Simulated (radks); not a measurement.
The numbers below are computed, except where a source is named.
These are the eigenvalues of the occupied orbitals of an atom or ion with whole-number occupations (Ry). Level of theory: Dirac Kohn-Sham, PBE, spin-unpolarised, spherical densities, point nucleus (a radial shooting solver on a logarithmic mesh with Libxc functionals).

orbital  eigenvalue
1s1/2      -7.27058

Which element is it, and in what charge state? The configuration may be excited. Open shells, if any, fill j = l - 1/2 first.

Answer. Z = 3, lithium, charge +2: Li2+ in 1s1. The 1s level, -3.6353 hartree, gives Z - s = 2.7 by -(Z - s)^2/2, which with screening and relativity narrows Z to a few neighbours, and the depths must fix Z and the occupations together.
